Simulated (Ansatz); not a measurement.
Consider the redistribution: `OB[SiH2][AlH2]` + `[F][ZnH]` → `OBF` + `[AlH2][SiH2][ZnH]`.

Program: Ansatz. Geometries: PBE0-D4/def2-TZVP. ΔE: electronic, gas phase. CCSD(T)/CBS is the MP2 limit (def2-TZVPP, def2-QZVPP) plus CCSD(T) − MP2 in def2-TZVPP, frozen cores. This one scheme is used for every species. DFT in def2-TZVPP. B3LYP here is the variant with VWN-RPA as its local correlation; programs differ in this. For Zn outer-core shells are correlated without core-valence functions, which leaves a few kJ/mol of doubt a bond. Scalar relativity is left out up to krypton. Each species was taken in one conformer, which may not be the lowest.

`OB[SiH2][AlH2]`:

```xyz
10

O    -1.922    0.099    1.382
B    -0.774   -0.572    1.135
Si    0.827    0.433    0.423
Al    0.797    0.263   -2.024
H    -2.639   -0.465    1.688
H    -0.744   -1.768    1.292
H     2.075   -0.227    0.915
H     0.848    1.859    0.858
H     1.087   -1.134   -2.727
H     0.446    1.512   -2.943
```

`[F][ZnH]`:

Z-matrix (Å, degrees):
```
Zn
F 1 1.750
H 1 1.507 2 180.0
```

`OBF`:

```xyz
5

O     0.006   -0.901    0.444
B    -0.266    0.300   -0.095
F     0.706    1.025   -0.647
H     0.934   -1.147    0.381
H    -1.380    0.723   -0.083
```

`[AlH2][SiH2][ZnH]`:

Cartesian coordinates in Å:
```
Al -0.024 -1.602 0.898
Si 0.261 0.758 0.383
Zn -0.335 1.266 -1.862
H -1.428 -2.154 1.401
H 1.156 -2.636 0.638
H 1.681 1.180 0.592
H -0.583 1.601 1.284
H -0.729 1.586 -3.334
```

```tsv
level	ΔE (kcal/mol)
B3LYP-D4	-28.8
CCSD/CBS(def2)	-27.6
```

Question: What does CCSD(T)/CBS give? (An estimate is asked.)

Answer: The calculation gave: -27.5 kcal/mol. The listed levels differ from it by -1.3, -0.1 kcal/mol.

Largest T1 diagnostic among the species: 0.018.

From r2SCAN to r2SCAN0 (25 % exact exchange), in def2-TZVPP and without D4, ΔE moves by −1.7 kcal/mol. In def2-TZVPP, CCSD(T) changes the Hartree–Fock value by +2.2 kcal/mol (the triples alone add +0.1 kcal/mol) and MP2 by +1.9 kcal/mol. At CCSD(T), def2-SVP lies −5.2 kcal/mol from the extrapolated value and def2-TZVPP −1.3 kcal/mol.
